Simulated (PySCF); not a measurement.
Which orbitals make which state

C₅H₁₂Si₂.
Numbering: `[CH2:1]=[C:2]([CH3:3])/[C:4]([SiH3:5])=[CH:6]/[SiH3:7]` (hydrogens: H8, H9 on C1; H10, H11, H12 on C3; H13, H14, H15 on Si5; H16 on C6; H17, H18, H19 on Si7)

Computed with PySCF, TDDFT PBE0/def2-SVPD, vertical, gas phase, core orbitals frozen in the response. Geometry: GFN2-xTB, one conformer, isolated molecule. Torsions of this conformer, `[CH2:1]=[C:2]([CH3:3])/[C:4]([SiH3:5])=[CH:6]/[SiH3:7]`: C1–C2–C4–Si5 -128°.

Orbital energies (eV): HOMO-3 -9.49, HOMO-2 -8.40, HOMO-1 -8.14, HOMO -7.07, LUMO -1.15, LUMO+1 0.25, LUMO+2 0.43.

Computed singlets:

| state | E (eV) | f |
| --- | --- | --- |
| S1 | 5.03 | 0.139 |
| S2 | 5.67 | 0.0056 |
| S3 | 6.09 | 0.180 |
| S4 | 6.34 | 0.021 |
| S5 | 6.67 | 0.155 |
| S6 | 6.81 | 0.0046 |

Problem. Assign a leading configuration to S1 and S2 and set E beside the orbital difference Δε.

Solution. 

| state | leading configuration | weight | Δε (eV) | E (eV) | E − Δε (eV) | f | other configurations |
| --- | --- | --- | --- | --- | --- | --- | --- |
| S1 | HOMO→LUMO | 0.91 | 5.92 | 5.03 | -0.88 | 0.139 | – |
| S2 | HOMO-2→LUMO | 0.88 | 7.25 | 5.67 | -1.58 | 0.0056 | H-1→L (10%) |

E − Δε runs from -1.58 to -0.88 eV. Among themselves, these states come in the order of their orbital differences.

H and L stand for HOMO and LUMO. The other states: S3 6.09 eV, f 0.180, H-1→L (59%), H→L+1 (19%), H-2→L (8%); S4 6.34 eV, f 0.021, H→L+1 (57%), H→L+2 (28%), H-1→L (8%); S5 6.67 eV, f 0.155, H→L+2 (56%), H→L+1 (13%), H-1→L (11%); S6 6.81 eV, f 0.0046, H→L+3 (88%).

Problem. Which computed triplets share their leading configuration (75% or more) with a singlet, and how far apart are the partners?

Solution. 

```tsv
configuration	triplet	E(T) (eV)	singlet	E(S) (eV)	E(S) − E(T) (eV)
HOMO→LUMO	T1	3.50	S1	5.03	+1.54
```

The 2 triplets are Tamm–Dancoff values, the singlets full response.

Summed over the main configurations (up to three a state, each over 8%) of all 6 singlets, the electron leaves HOMO with weight 3.52, HOMO-2 with weight 0.96 and HOMO-1 with weight 0.89.
